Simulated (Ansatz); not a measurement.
Job for Ansatz (a program for electronic structure): U-B3LYP/def2-TZVPP on CH2I (SMILES [CH2]I), 2S+1 = 2, atoms moved off the minimum. Elements past Kr take the def2 small-core potentials; no spin–orbit coupling.

Ansatz 0.2 input:
```yaml
crystal:
  periodic: [false, false, false]
  atoms:
    - {symbol: C, position_ang: [-1.87217178, -0.12748864, -0.02875844]}
    - {symbol: I, position_ang: [0.40830911, 0.07531711, 0.15564369]}
    - {symbol: H, position_ang: [-2.35453502, 0.93952664, -0.07685929]}
    - {symbol: H, position_ang: [-2.27932939, -1.02952275, -0.02877124]}
basis:
  gaussian:
    orbitals: def2-TZVPP
hamiltonian:
  xc: {name: B3LYP}
magnetization: {spin_polarized: true, initial_magnetization: 1}
output: {forces: true}
```

Output:

```
WARN ansatz: RAYON_NUM_THREADS=1 ignored (pool sized by the plan → 1); use --threads N
Functional definition: B3LYP
integrals: 0.03 GiB planned
709 factors; their error is unknown
mean field: 0.37 GiB planned
mean field evaluation 1: about -9159.4739 eV, gradient 4.5e1 eV
mean field evaluation 2: about -9124.4795 eV, gradient 7.4e1 eV
mean field evaluation 4: about -9170.8453 eV, gradient 7.3e0 eV
mean field evaluation 8: about -9171.0473 eV, gradient 5.4e-2 eV
mean field evaluation 16: about -9171.2690 eV, gradient 1.0e-3 eV
mean field -9171.26898591 eV, -337.0379187229 hartree, gradient 2.6e-5 eV, S^2 0.758081; 0 other end points of the search recorded, 0 dependent functions left out
the calculation of the forces begins
reference -9171.26917968 eV, -337.0379258438 hartree; 17, 16 occupied and 92, 93 virtual orbitals, 709 factors
Total energy: -9171.26917968 eV, -337.0379258438 hartree
Atom 0 at    -1.872172    -0.127489    -0.028758 Å, force     3.042241     6.718702     0.061691 eV/Å
Atom 1 at     0.408309     0.075317     0.155644 Å, force    -2.361817    -0.380419    -0.184620 eV/Å
Atom 2 at    -2.354535     0.939527    -0.076859 Å, force     0.901791    -2.623537     0.103816 eV/Å
Atom 3 at    -2.279329    -1.029523    -0.028771 Å, force    -1.582215    -3.714747     0.019112 eV/Å
Dipole moment:    -0.232977    -0.001330    -0.014257 e Å
```

The calculation finished and met its thresholds.

Cost: about 1.2 core-seconds (a rough figure).
